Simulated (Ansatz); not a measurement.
## Ansatz (development build ahead of 0.2.0) run

```yaml
crystal:
  periodic: [false, false, false]
  atoms:
    - { symbol: Cr, position_ang: [0.0, 0.0, 0.0] }
    - { symbol: O, position_ang: [0.0, 0.0, 3.726] }
basis:
  gaussian: { orbitals: def2-SVP }
magnetization:
  spin_polarized: true
  initial_magnetization: 4
hamiltonian:
  xc: pbe0
scf:
  omitted_lower_state_checks: [stability, starts, atomic_configurations, cluster_reference, orbital_swaps, given_window_search, neighbouring_geometries, increment]
output:
  forces: true
```

The input is written out in the form of the current development build from the run's settings.

Results

| Item | Value |
| --- | --- |
| Converged | yes |
| Total energy | -1118.92068 hartree |
| Spin squared of the determinant | 7.694 |

Forces (eV/Å):
| atom | Fx | Fy | Fz |
| --- | --- | --- | --- |
| Cr1 | 0.000 | 0.000 | 0.557 |
| O2 | 0.000 | 0.000 | -0.557 |

This is not the lowest solution: another run reaches a determinant 2.54 eV lower. Caution: charge can spread falsely over distant fragments; the unrestricted determinant is a mixture of spin states.
